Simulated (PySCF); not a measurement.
C3H6F2Si, SMILES FC(F)=CC[SiH3]. Atoms are numbered in the order given.

```xyz
12

F      1.8981    -0.5212    -0.4745
C      1.3342     0.2483     0.4304
F      2.1385     0.4131     1.4539
C      0.1242     0.7842     0.3190
C     -0.7900     0.5576    -0.8397
Si    -2.2069    -0.6270    -0.4074
H     -0.2057     1.3956     1.1618
H     -1.2301     1.5109    -1.1778
H     -0.2411     0.1387    -1.6979
H     -2.9686    -0.0980     0.7656
H     -3.1424    -0.7669    -1.5663
H     -1.6547    -1.9698    -0.0555
```

Coordinates come from a PBE0-D3(BJ)/def2-SVP optimisation. The structure was generated by enumeration, and PubChem lists no compound with its InChIKey, so it may never have been made. One conformer was computed; it need not be the lowest.

Computed with r2SCAN/def2-TZVP (PySCF).

The molecule is in vacuum.

```yaml
total_energy: -607.03686 hartree
highest_occupied_level: -6.02 eV
lowest_empty_level: -0.28 eV
orbital_gap: 5.74 eV
dipole_moment: 1.21 D
quadrupole, principal values (traceless, Buckingham form, about the centre of nuclear charge): -4.16, 1.70, 2.46 D·Å
mean_static_polarisability: 65.8 bohr³ (9.75 Å³)
polarisability_principal_values: 55.0, 58.8, 83.5 bohr³
```
